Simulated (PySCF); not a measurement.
A structure optimised at PBE-D3(BJ)/def2-SVP, used in a PySCF frequency run:

```
N
B 1 1.4142
F 2 1.3445 1 124.90
C 1 1.4429 2 130.67 3 0.00
H 4 1.1069 1 109.41 2 0.00
H 4 1.1128 5 108.07 1 121.93
H 4 1.1128 5 108.07 6 116.14
C 1 1.4548 2 107.82 3 180.00
H 8 1.1162 1 111.63 2 -120.67
H 8 1.1162 9 106.19 1 121.86
N 8 1.4485 9 108.94 10 117.19
C 11 1.3008 8 108.61 9 122.29
H 12 1.1069 11 118.44 8 180.00
```

Problem. Write its SMILES, formula and point group.

Solution. CN1CN=CB1F, C3H6BFN2, Cs

Problem. What are its rotational constants (standard atomic weights)?

Solution. 3.5613, 3.0006, 1.6631 GHz
